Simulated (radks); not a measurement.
Results of a calculation; reference values are marked as such.
These are the eigenvalues of the occupied orbitals of an atom or ion with whole-number occupations (eV). Code: a radial shooting solver on a logarithmic mesh with Libxc functionals. Model: non-relativistic Kohn-Sham, LB94 model potential, spin-polarised, spherical densities, point nucleus.

1s down: -14556.87
1s up: -14556.77
2s down: -2399.540
2s up: -2399.129
2p down: -2230.212
2p up: -2229.696
3s up: -744.6617
3s down: -739.5424
3p up: -685.0245
3p down: -679.8720
3d up: -585.8517

Which element is it, and in what charge state? The configuration may be excited. Open shells, if any, are filled with parallel spins first.

Answer. Z = 36, krypton, charge +16: Kr16+ in [Ar] 3d2. The list shows which subshells hold electrons but not how many an open one holds; the 1s level, -534.96 hartree, gives Z - s = 32.7 by -(Z - s)^2/2, which with screening narrows Z to a few neighbours, and the depths of the outer levels then fix element, charge and occupations together.
